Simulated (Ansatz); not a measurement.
`O=C[SiH](O)Cl`. The species carries charge 0 and has multiplicity 1.

```xyz
8

O    -1.789    0.115   -0.749
C    -1.102    0.583    0.129
Si    0.732    0.018    0.206
O     0.949   -0.895   -1.119
Cl    0.909   -1.034    1.957
H    -1.552    1.280    0.870
H     1.728    1.107    0.244
H     0.125   -1.173   -1.538
```

Task: List the harmonic frequencies (cm⁻¹, unscaled) at PBE0-D4/def2-TZVP in Ansatz. (Best estimate.)

Result: The calculation gave: 78, 149, 185, 261, 366, 429, 546, 631, 755, 816, 903, 916, 962, 1380, 1767, 2275, 2883, 3837.

Task: Is this a minimum?

Result: Yes, all 18 modes are real.

Task: Give the ideal-gas thermochemistry at 298.15 K and 1 bar (rigid rotor, harmonic oscillator; point group C1, symmetry number 1).

Result: Zero-point energy 114.5 kJ/mol; H(298) − E = 134.3 kJ/mol; entropy 341.5 J/(mol·K), of which translation 167.5, rotation 114.2, vibration 59.8; G(298) − E = 32.5 kJ/mol. Modes under 100 cm⁻¹ are hindered rotations or soft bends, so the harmonic entropy is rough.
